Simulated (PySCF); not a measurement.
# Correlation energy of Cs⁺ (caesium, charge +1)

[Xe], closed-shell 1S. Calculation: PySCF 2.14, in def2-TZVP with the def2 core potential (46 electrons); scalar relativity through the core potential. Frozen: 5s2; 6 electrons correlated.

Total MP2 correlation energy: -82.10 mhartree.

Same-spin part -24.37 and opposite-spin part -57.73 mhartree; SCS-MP2 scales them by 1/3 and 6/5 to -77.40 mhartree.

| level | correlation energy (mhartree) |
| --- | --- |
| CCSD | -89.40 |
| (T) | -0.17 |
| CCSD(T) | -89.57 |

Diagnostics: T1 = 0.0019, D1 = 0.0027, largest double amplitude 0.031.

Question: Is a single reference adequate?

Answer: Yes, within this model without spin-orbit coupling: T1 lies below 0.03 and no double amplitude reaches 0.07.
